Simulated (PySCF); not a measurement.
# Computed records: AlBClH3N, B2H4NO, C2H6BO, AlBH4NO

Computed with PySCF 2.14.0. Calculation on a computer-drawn molecule: the log of a Hartree-Fock and frozen-core CCSD(T) single point meant for a local Hartree-Fock minimum, with one planted fault or none, to be diagnosed. Offsets are logged minus clean, where the clean run is the same molecule without the fault. The reference is restricted for singlets and unrestricted otherwise, and also for a bond in bohr or an excited solution. Adding or removing an electron swaps singlet and doublet. The excited solution moves the top pair (singlet) or top alpha electron (doublet) to the lowest empty orbital. Highest occupied and lowest empty are orbital energies over both spins, largest force is the largest gradient component, triples share is (T) over the correlation energy, the T1 limit is 0.02 restricted and 0.045 unrestricted, electrons count all cores, a negative frequency is imaginary (commonest isotopes), and the dipole is about the centre of nuclear charge.

Common to all runs: logged SCF converged yes; logged CC converged yes; logged SCF stable within its kind yes; possible faults no fault, one electron removed, one electron added, multiplicity raised by two, geometry at a saddle point, SCF held on an excited solution, minimal basis STO-3G, one bond length entered in bohr, all coordinates scaled.

(1) 
```xyz
7
formula=AlBClH3N meant_charge=0 meant_multiplicity=2 meant_basis=cc-pV(D+d)Z logged_electrons=45 logged_basis_functions=89 logged_spin_squared=3.7838 logged_highest_occupied=-5.4044 logged_lowest_empty=-2.8545 logged_largest_force=0.047005 logged_T1_diagnostic=0.030173 logged_D1_diagnostic=0.13594 logged_triples_share=0.031856 logged_dipole_magnitude=3.0577 logged_energy_HF=-782.18567 logged_energy_CCSD(T)=-782.67404 planted_fault=multiplicity_raised_by_two HF_energy_offset_from_clean_run=149.2 CCSD(T)_energy_offset_from_clean_run=145.7
B     -1.0971    -0.6108    -2.7746
N     -0.2484    -0.9224    -1.6866
Al     1.1519    -2.0516    -1.6223
Cl     1.6959    -3.1272    -3.3677
H     -0.9191    -1.1362    -3.8395
H     -1.9942     0.1792    -2.6302
H     -0.4741    -0.4340    -0.8367
```

Units: logged_highest_occupied, logged_lowest_empty in eV; logged_largest_force in hartree/bohr; logged_dipole_magnitude in debye; logged_energy_HF, logged_energy_CCSD(T) in hartree; HF_energy_offset_from_clean_run, CCSD(T)_energy_offset_from_clean_run in kcal/mol.

Drawn bonds:
```csv
atom,other atom,order
1,2,1
2,3,1
3,4,1
1,5,1
1,6,1
2,7,1
```

(2) 
```xyz
8
formula=B2H4NO meant_charge=0 meant_multiplicity=2 meant_basis=cc-pVDZ logged_electrons=29 logged_basis_functions=76 logged_spin_squared=3.7783 logged_highest_occupied=-4.1131 logged_lowest_empty=-0.50255 logged_largest_force=0.13568 logged_T1_diagnostic=0.03606 logged_D1_diagnostic=0.19092 logged_triples_share=0.02741 logged_dipole_magnitude=7.6674 logged_energy_HF=-180.86047 logged_energy_CCSD(T)=-181.38471 planted_fault=multiplicity_raised_by_two HF_energy_offset_from_clean_run=145.5 CCSD(T)_energy_offset_from_clean_run=157.5
B      1.9935    -1.4113    -2.3627
O      1.1855    -0.6712    -1.5980
B     -0.0754    -0.9976    -1.1118
N     -0.7363    -0.0598    -0.3283
H      3.0716    -1.0065    -2.7180
H     -0.5765    -2.0567    -1.3616
H     -1.6422    -0.2204     0.0555
H     -0.3399     0.8303    -0.1065
```

Units: logged_highest_occupied, logged_lowest_empty in eV; logged_largest_force in hartree/bohr; logged_dipole_magnitude in debye; logged_energy_HF, logged_energy_CCSD(T) in hartree; HF_energy_offset_from_clean_run, CCSD(T)_energy_offset_from_clean_run in kcal/mol.

Drawn bonds:
```csv
atom,other atom,order
1,2,1
2,3,1
3,4,1
1,5,1
3,6,1
4,7,1
4,8,1
```

(3) 
```xyz
10
formula=C2H6BO meant_charge=1 meant_multiplicity=1 meant_basis=cc-pVDZ logged_electrons=30 logged_basis_functions=26 logged_spin_squared=0 logged_highest_occupied=-18.636 logged_lowest_empty=1.1094 logged_largest_force=0.04615 logged_T1_diagnostic=0.018261 logged_D1_diagnostic=0.059037 logged_triples_share=0.033891 logged_dipole_magnitude=3.4217 logged_energy_HF=-176.36043 logged_energy_CCSD(T)=-176.61723 planted_fault=minimal_basis_STO-3G HF_energy_offset_from_clean_run=1375 CCSD(T)_energy_offset_from_clean_run=1581
B      0.8574     1.1997    -2.5294
O      0.3992     0.6071    -1.5874
C     -0.2081    -0.1530    -0.3908
C      0.8717    -0.3846     0.6232
H      1.3035     1.7753    -3.4439
H     -0.5964    -1.0455    -0.8648
H     -1.0002     0.5156    -0.0782
H      1.6743    -0.9995     0.2196
H      1.2710     0.5539     1.0040
H      0.4097    -0.9235     1.4530
```

Units: logged_highest_occupied, logged_lowest_empty in eV; logged_largest_force in hartree/bohr; logged_dipole_magnitude in debye; logged_energy_HF, logged_energy_CCSD(T) in hartree; HF_energy_offset_from_clean_run, CCSD(T)_energy_offset_from_clean_run in kcal/mol.

Drawn bonds:
```csv
atom,other atom,order
1,2,1
2,3,1
3,4,1
1,5,1
3,6,1
3,7,1
4,8,1
4,9,1
4,10,1
```

(4) 
```xyz
8
formula=AlBH4NO meant_charge=1 meant_multiplicity=1 meant_basis=cc-pV(D+d)Z logged_electrons=36 logged_basis_functions=85 logged_spin_squared=2.0071 logged_highest_occupied=-11.898 logged_lowest_empty=-7.0285 logged_largest_force=0.028203 logged_T1_diagnostic=0.027136 logged_D1_diagnostic=0.13433 logged_triples_share=0.027525 logged_dipole_magnitude=1.3296 logged_energy_HF=-397.93583 logged_energy_CCSD(T)=-398.44912 planted_fault=multiplicity_raised_by_two HF_energy_offset_from_clean_run=90.75 CCSD(T)_energy_offset_from_clean_run=99.96
N     -0.3266    -0.4655    -2.4454
Al     0.4951     0.6908    -1.4719
B      1.5240     2.1820    -0.2294
O      0.7610     3.2308     0.0128
H     -1.2584    -0.3636    -2.8146
H      0.0437    -1.3549    -2.7395
H      2.6385     1.9937     0.1428
H      1.1404     3.9215     0.5479
```

Units: logged_highest_occupied, logged_lowest_empty in eV; logged_largest_force in hartree/bohr; logged_dipole_magnitude in debye; logged_energy_HF, logged_energy_CCSD(T) in hartree; HF_energy_offset_from_clean_run, CCSD(T)_energy_offset_from_clean_run in kcal/mol.

Drawn bonds:
```csv
atom,other atom,order
1,2,1
2,3,1
3,4,1
1,5,1
1,6,1
3,7,1
4,8,1
```
